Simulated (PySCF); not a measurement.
Compound: WNF3 (singlet state).
Bonds: W1–N2, W1–F3, W1–F4, W1–F5.

The calculation used PBE0-D3(BJ)/def2-SVP geometry optimisation, gas phase, def2 core potentials past Kr in PySCF 2.14.0.

How far are the bound atoms from W1?

4 atoms: N2 1.651 Å, F3 1.859 Å, F5 1.860 Å, F4 1.860 Å.

List the angles at W1.

```
   angle  degrees  distance of the outer atoms (Å)
F3–W1–F5    114.7                             3.13
F3–W1–F4    114.6                             3.13
F4–W1–F5    114.6                             3.13
N2–W1–F4    103.7                             2.76
N2–W1–F5    103.6                             2.76
N2–W1–F3    103.6                             2.76
```

What is the shape at W1?

Distorted tetrahedral: angles from 103.6° to 114.7°; τ4 = (360° − α − β)/141° = 0.93 with α and β the two widest (0 for a square, 1 for a tetrahedron).

What are the rotational constants (commonest isotopes, rigid rotor)?

A = 3556, B = 3554, C = 2715 MHz: an oblate symmetric top.

Point group: C3v (every atom within 0.08 Å of its image). Charge 0, singlet. Whether it is a minimum is left open (no frequencies).
